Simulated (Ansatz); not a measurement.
`N[SiH](F)S` + HBr → `N[SiH](F)Br` + H₂S at 500 K and 1 bar (ligand exchange at the Si–S bond).

Gas-phase electronic energies from Ansatz, PBE0-D4/def2-TZVP geometries. CBS: MP2 limit from def2 TZ/QZ plus the TZ coupled-cluster correction, frozen cores. This one scheme is used for every species. For Br outer-core shells are correlated without core-valence functions, which leaves a few kJ/mol of doubt a bond. Scalar relativity is left out up to krypton. One conformer a species, not always the lowest.

| species | CCSD(T)/CBS energy (Eh) | H − E (kJ/mol) | S (J/(mol·K)) |
| --- | --- | --- | --- |
| `N[SiH](F)S` | -843.89255 | 167.3 | 380.5 |
| HBr | -2573.91920 | 30.5 | 213.7 |
| `N[SiH](F)Br` | -3018.85213 | 140.7 | 379.8 |
| H₂S | -398.97279 | 57.0 | 224.0 |

H − E and S are ideal-gas, rigid-rotor, harmonic terms from PBE0-D4/def2-TZVP, for one conformer and one mirror image of each species. 1 Eh = 2625.50 kJ/mol, R = 8.31446 J/(mol·K).

Task: By hand: ΔE, ΔH, ΔS and ΔG.

Result: ΔE = (-3018.85213) + (-398.97279) − (-843.89255) − (-2573.91920) = -0.01317 Eh = -34.6 kJ/mol. Δ(H − E) = 140.7 + 57.0 − 167.3 − 30.5 = -0.1, so ΔH = -34.7 kJ/mol. ΔS = 379.8 + 224.0 − 380.5 − 213.7 = 9.6 J/(mol·K). ΔG = -34.7 − 500 × (9.6)/1000 = -39.5 kJ/mol.

Task: By hand: the equilibrium constant, and the temperature at which ΔG would vanish if ΔH and ΔS stayed fixed.

Result: log₁₀ K = −ΔG/(RT ln 10) = 4.1. ΔH and −TΔS have one sign here, so there is no such temperature.

The number of gas molecules stays the same, so ΔS is small and ΔH decides. A doubt of 5 kJ/mol in ΔE shifts log₁₀ K by 0.5 here. Other conformers and mirror images would add mixing entropy, several J/(mol·K) or more a flexible species. These are equilibria of isolated gas molecules and say nothing of rates. Largest T1 diagnostic: 0.011 (customary marks: 0.02 for closed shells, 0.045 for open ones).

ΔS is within the doubt of such terms, so its sign, and with it that verdict, could turn.
